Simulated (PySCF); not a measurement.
# Correlation energy of Mn⁺ (manganese, charge +1)

[Ar] 3d6, high-spin 5D determinant (an excited configuration). All numbers are calculated (PySCF 2.14, scalar relativity by spin-free X2C-1e, in x2c-QZVPPall). Frozen: [Ar]; 6 electrons correlated.

```tsv
level	correlation energy (mhartree)
CCSD	-143.59
(T)	-4.59
CCSD(T)	-148.18
```

Diagnostics: T1 = 0.012, D1 = 0.0236, largest double amplitude 0.026.

Cost of the coupled-cluster step: of the order of 40 core-seconds, for 6 correlated electrons.

Iterations:

```
CC2 = 0
CCSD nocc = (np.int64(5), np.int64(1)), nmo = (94, 94)
frozen orbitals [[0, 1, 2, 3, 4, 5, 6, 7, 8], [0, 1, 2, 3, 4, 5, 6, 7, 8]]
max_cycle = 100
direct = 0
conv_tol = 1e-08
conv_tol_normt = 1e-06
diis_space = 8
diis_start_cycle = 0
Init t2, MP2 energy = -0.142844144490823
Init E_corr(UCCSD) = -0.14284414450058
cycle = 1  E_corr(UCCSD) = -0.14132027095497  dE = 0.00152387355  norm(t1,t2) = 0.0402036
cycle = 2  E_corr(UCCSD) = -0.143118819252971  dE = -0.0017985483  norm(t1,t2) = 0.0121557
cycle = 3  E_corr(UCCSD) = -0.143112872271743  dE = 5.94698123e-06  norm(t1,t2) = 0.00751068
cycle = 4  E_corr(UCCSD) = -0.143506648430359  dE = -0.000393776159  norm(t1,t2) = 0.00442864
cycle = 5  E_corr(UCCSD) = -0.143570383582527  dE = -6.37351522e-05  norm(t1,t2) = 0.00180553
cycle = 6  E_corr(UCCSD) = -0.143579490184557  dE = -9.10660203e-06  norm(t1,t2) = 0.000950317
cycle = 7  E_corr(UCCSD) = -0.143585938006518  dE = -6.44782196e-06  norm(t1,t2) = 0.000509465
cycle = 8  E_corr(UCCSD) = -0.143589641238422  dE = -3.7032319e-06  norm(t1,t2) = 0.000288671
cycle = 9  E_corr(UCCSD) = -0.143587773654533  dE = 1.86758389e-06  norm(t1,t2) = 0.000187739
cycle = 10  E_corr(UCCSD) = -0.14358669636589  dE = 1.07728864e-06  norm(t1,t2) = 0.000101569
cycle = 11  E_corr(UCCSD) = -0.14358786434988  dE = -1.16798399e-06  norm(t1,t2) = 5.33845e-05
cycle = 12  E_corr(UCCSD) = -0.143587775001523  dE = 8.9348357e-08  norm(t1,t2) = 2.19672e-05
cycle = 13  E_corr(UCCSD) = -0.143587886510095  dE = -1.11508572e-07  norm(t1,t2) = 9.4562e-06
cycle = 14  E_corr(UCCSD) = -0.14358790647312  dE = -1.99630254e-08  norm(t1,t2) = 6.71943e-06
cycle = 15  E_corr(UCCSD) = -0.143587978863051  dE = -7.23899306e-08  norm(t1,t2) = 4.56855e-06
cycle = 16  E_corr(UCCSD) = -0.143588000424567  dE = -2.15615167e-08  norm(t1,t2) = 3.19714e-06
cycle = 17  E_corr(UCCSD) = -0.143587994319306  dE = 6.10526119e-09  norm(t1,t2) = 2.05093e-06
cycle = 18  E_corr(UCCSD) = -0.143587997251636  dE = -2.93232977e-09  norm(t1,t2) = 1.32254e-06
cycle = 19  E_corr(UCCSD) = -0.143587993258396  dE = 3.9932401e-09  norm(t1,t2) = 7.75401e-07
UCCSD converged
E(UCCSD) = -1157.199897531912  E_corr = -0.1435879932583959
UCCSD(T) correction = -0.00458991915003269
```
